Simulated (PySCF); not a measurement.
CH5FN2Si2. Atoms are numbered in the order given.

```xyz
11

F     -2.0391     1.2193    -0.3141
Si    -1.0296    -0.0464    -0.6100
C     -0.5612    -0.9404     1.0258
N      0.6732    -0.8968     1.3970
Si     1.7357    -0.0196     0.2562
N      0.5884     0.4381    -1.0009
H     -1.7264    -0.8307    -1.6808
H     -1.2989    -1.4678     1.6789
H      2.3726     1.1388     0.9687
H      2.8125    -0.9411    -0.2403
H      0.8432     0.9048    -1.8734
```

Coordinates come from a PBE-D3(BJ)/def2-SVP optimisation. The structure was generated by enumeration; whether it is a known compound was not checked.

Level of theory: TDA-PBE/def2-SVPD in PySCF.

Vertical excitations. 

Computed excitation energies, oscillator strengths and character:
| state | energy (eV) | λ (nm) | f | main pairs |
|---|---|---|---|---|
| S1 | 3.42 | 362 | 0.001 | HOMO→LUMO 99 % |
| S2 | 4.25 | 291 | 0.024 | HOMO−1→LUMO 99 % |
| S3 | 5.15 | 241 | 0.001 | HOMO→LUMO+1 99 % |
| S4 | 5.59 | 222 | 0.016 | HOMO→LUMO+2 97 % |
| S5 | 5.96 | 208 | 0.003 | HOMO−3→LUMO 68 %, HOMO→LUMO+3 29 % |
| S6 | 6.04 | 205 | 0.029 | HOMO→LUMO+3 61 %, HOMO−3→LUMO 27 % |
| S7 | 6.16 | 201 | 0.041 | HOMO−2→LUMO 53 %, HOMO−5→LUMO 18 %, HOMO→LUMO+4 16 % |
| S8 | 6.24 | 199 | 0.031 | HOMO−1→LUMO+1 46 %, HOMO→LUMO+4 44 % |
| S9 | 6.26 | 198 | 0.046 | HOMO−1→LUMO+1 46 %, HOMO→LUMO+4 26 %, HOMO−2→LUMO 13 %, HOMO→LUMO+5 7 % |
| S10 | 6.46 | 192 | 0.084 | HOMO→LUMO+5 89 % |
| T1 | 2.70 | 458 | 0 | HOMO→LUMO 100 % |
| T2 | 4.03 | 307 | 0 | HOMO−1→LUMO 99 % |
| T3 | 4.60 | 270 | 0 | HOMO−2→LUMO 91 % |
| T4 | 5.01 | 247 | 0 | HOMO→LUMO+1 100 % |
Triplets are in the Tamm–Dancoff approximation.
